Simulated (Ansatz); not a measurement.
C5H7O, doublet (typed; the unrestricted solution is spin-contaminated), at a GFN2-xTB geometry; CCSD(T)/STO-3G (Ansatz, a quantum-chemistry and plane-wave program).

Input for Ansatz:
Ansatz 0.2 input:
```yaml
crystal:
  periodic: [false, false, false]
  atoms:
    - {symbol: O, position_ang: [-1.82573338, -0.64971205, 0.89879988]}
    - {symbol: C, position_ang: [-0.77375909, -0.31313800, 0.37082882]}
    - {symbol: C, position_ang: [0.47307306, -0.99544363, 0.42351030]}
    - {symbol: C, position_ang: [1.51669687, -0.29946568, -0.34396356]}
    - {symbol: C, position_ang: [0.93352357, 1.09690470, -0.61562325]}
    - {symbol: C, position_ang: [-0.58130129, 0.92105097, -0.50503971]}
    - {symbol: H, position_ang: [0.62167536, -1.93475276, 0.92596102]}
    - {symbol: H, position_ang: [2.47468566, -0.27317861, 0.18213016]}
    - {symbol: H, position_ang: [1.70193143, -0.83356765, -1.28581745]}
    - {symbol: H, position_ang: [1.28222283, 1.78856572, 0.15238514]}
    - {symbol: H, position_ang: [1.23813668, 1.48806895, -1.58492652]}
    - {symbol: H, position_ang: [-1.03318178, 0.71800635, -1.47861491]}
    - {symbol: H, position_ang: [-1.08900190, 1.78510426, -0.07979190]}
basis:
  gaussian:
    orbitals: STO-3G
magnetization: {spin_polarized: true, initial_magnetization: 1}
correlation: {method: ccsd_t}
```

What the program printed (banner, timings and long lists left out):

```
Functional definition: HF
525 factors; integrals over basis functions are off by at most 4.5e-5 eV
mean field evaluation 1: about -7202.9845 eV, gradient 2.5e1 eV
mean field evaluation 2: about -7203.3217 eV, gradient 2.5e1 eV
mean field evaluation 4: about -7208.5148 eV, gradient 3.9e0 eV
mean field evaluation 8: about -7209.2390 eV, gradient 1.9e-1 eV
mean field evaluation 16: about -7209.0178 eV, gradient 1.9e0 eV
mean field evaluation 32: about -7207.7959 eV, gradient 2.4e-5 eV
mean field evaluation 64: about -7207.5449 eV, gradient 2.9e-1 eV
mean field -7209.23981844 eV, -264.9346767295 hartree, gradient 1.1e-6 eV, S^2 1.039281; 6 other end points of the search recorded, 0 dependent functions left out
determinant -7209.23981844 eV, -264.9346767295 hartree, with singles and doubles -7218.86435265 eV, -265.2883718377 hartree
determinant -7207.79589507 eV, -264.8816135243 hartree, with singles and doubles -7217.56694061 eV, -265.2406928247 hartree
determinant -7207.78473903 eV, -264.8812035473 hartree, with singles and doubles -7217.55740219 eV, -265.2403422945 hartree
determinant -7207.58282838 eV, -264.8737834677 hartree, with singles and doubles -7217.75051268 eV, -265.2474389741 hartree
determinant -7207.54449861 eV, -264.8723748749 hartree, with singles and doubles -7217.59654466 eV, -265.2417807537 hartree
6 core orbitals not correlated
reference -7209.23981844 eV, -264.9346767295 hartree; 17, 16 occupied and 14, 15 virtual orbitals, 525 factors
second order -7.05833494 eV of doubles, -0.00000000 eV of singles
cycle   1  -9.62623841 eV  change   -1.7e-3 eV  update   2.6e-3
cycle   2  -9.62761386 eV  change   -1.4e-3 eV  update   1.8e-3
cycle   3  -9.62905039 eV  change   -1.4e-3 eV  update   1.2e-3
cycle   4  -9.62996856 eV  change   -9.2e-4 eV  update   6.4e-4
cycle   5  -9.63104752 eV  change   -1.1e-3 eV  update   2.9e-4
cycle   6  -9.63185693 eV  change   -8.1e-4 eV  update   1.5e-4
cycle   7  -9.63182747 eV  change    2.9e-5 eV  update   9.8e-5
cycle   8  -9.63146577 eV  change    3.6e-4 eV  update   8.1e-5
cycle   9  -9.63131585 eV  change    1.5e-4 eV  update   5.3e-5
cycle  10  -9.63136926 eV  change   -5.3e-5 eV  update   3.4e-5
cycle  11  -9.63145719 eV  change   -8.8e-5 eV  update   2.0e-5
cycle  12  -9.63149701 eV  change   -4.0e-5 eV  update   1.1e-5
cycle  13  -9.63149802 eV  change   -1.0e-6 eV  update   3.9e-6
perturbative correction -0.12319015 eV, -0.0045271545 hartree
Total energy: -7218.99450661 eV, -265.2931549078 hartree
```
